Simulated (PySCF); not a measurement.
C₂H₂Cl, SMILES [CH]=CCl, multiplicity 2. Atoms are numbered in the order given.

```xyz
5

C      0.2431    -1.6952     0.0000
C     -0.5178    -0.6453     0.0000
Cl     0.1159     0.9825     0.0000
H      1.2787    -1.9889     0.0000
H     -1.6008    -0.6713     0.0000
```
Charge 0, spin multiplicity 2.

The structure is a stationary point at PBE0-D3(BJ)/def2-TZVP. The isomer is the one that the SMILES or the coordinates give; other isomers of the formula were not compared.

Calculation: TDA-ωB97X/def2-SVPD (PySCF 2.14.0).

Vertical excitations. The molecule is in vacuum.

```csv
state,energy (eV),λ (nm),f,main pairs
root 1,2.55,486,0.001,β HOMO→LUMO 92 %
root 2,4.69,265,0.000,"α HOMO−1→LUMO 42 %, β HOMO→LUMO+1 44 %"
root 3,5.04,246,0.003,α HOMO→LUMO 96 %
root 4,5.18,239,0.001,β HOMO−1→LUMO 92 %
root 5,6.31,197,0.000,"β HOMO−2→LUMO 70 %, β HOMO→LUMO+3 12 %"
root 6,7.17,173,0.066,"α HOMO−1→LUMO 31 %, α HOMO→LUMO+2 17 %, α HOMO→LUMO+1 11 %, β HOMO→LUMO+1 27 %"
root 7,7.37,168,0.000,"α HOMO−1→LUMO+2 36 %, α HOMO−1→LUMO+1 10 %, α HOMO−1→LUMO+5 6 %, α HOMO−1→LUMO+7 6 %, β HOMO−2→LUMO 14 %, β HOMO→LUMO+3 11 %, β HOMO→LUMO+2 8 %"
root 8,7.66,162,0.035,"α HOMO→LUMO+1 24 %, α HOMO−1→LUMO 7 %, α HOMO→LUMO+2 6 %, β HOMO−4→LUMO 19 %, β HOMO−3→LUMO 18 %, β HOMO→LUMO+1 6 %"
root 9,7.67,162,0.000,"α HOMO−2→LUMO 42 %, α HOMO−1→LUMO+2 12 %, β HOMO→LUMO+2 16 %, β HOMO→LUMO+3 11 %"
root 10,7.69,161,0.000,"α HOMO−2→LUMO 50 %, α HOMO−1→LUMO+2 8 %, β HOMO→LUMO+2 13 %, β HOMO→LUMO+3 11 %"
```
Unrestricted roots are not spin-pure.
